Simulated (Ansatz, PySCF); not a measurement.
This Ansatz (an electronic-structure program) input computes a SVWN5/def2-TZVPD energy:

Ansatz 0.2 input:
```yaml
crystal:
  periodic: [false, false, false]
  atoms:
    - {symbol: Sn, position_ang: [-0.04620228, -0.01620624, 0.40051657]}
    - {symbol: O, position_ang: [0.68891917, -1.35608434, -1.04901121]}
    - {symbol: H, position_ang: [1.40913635, -0.90247062, -1.49994953]}
    - {symbol: O, position_ang: [-0.48307532, 1.45073937, -1.03879882]}
    - {symbol: H, position_ang: [-0.74577316, 0.95554253, -1.82339883]}
basis:
  gaussian:
    orbitals: def2-TZVPD
hamiltonian:
  xc: {name: SVWN5}
total_charge: -1
magnetization: {spin_polarized: true, initial_magnetization: 1}
output: {forces: true}
```

Q: Write an input for the same energy in PySCF and say what it gives.

A: 
```python
from pyscf import gto, scf, dft

mol = gto.M(
    atom='''
    Sn   -0.04620228   -0.01620624    0.40051657
    O     0.68891917   -1.35608434   -1.04901121
    H     1.40913635   -0.90247062   -1.49994953
    O    -0.48307532    1.45073937   -1.03879882
    H    -0.74577316    0.95554253   -1.82339883
    ''',
    basis='def2-tzvpd',
    ecp='def2-tzvp',
    charge=-1,
    spin=1,
    verbose=4,
)

mf = dft.UKS(mol, xc='svwn').density_fit(auxbasis='def2-universal-jkfit')
mf.grids.level = 3
mf.conv_tol = 1e-9
mf.max_cycle = 100
mf.max_memory = 1500
mf.kernel()
if not mf.converged:
    mf = mf.newton()
    mf.kernel(mf.make_rdm1())
for _ in range(2):
    mo, _, stable, _ = mf.stability(return_status=True)
    if stable:
        break
    mf.kernel(mf.make_rdm1(mo, mf.mo_occ))
mf.analyze()
```
It gives -364.70136 Eh, and Ansatz -364.70130 Eh, a difference of 0.06 mEh, from the treatment of integrals and grids.
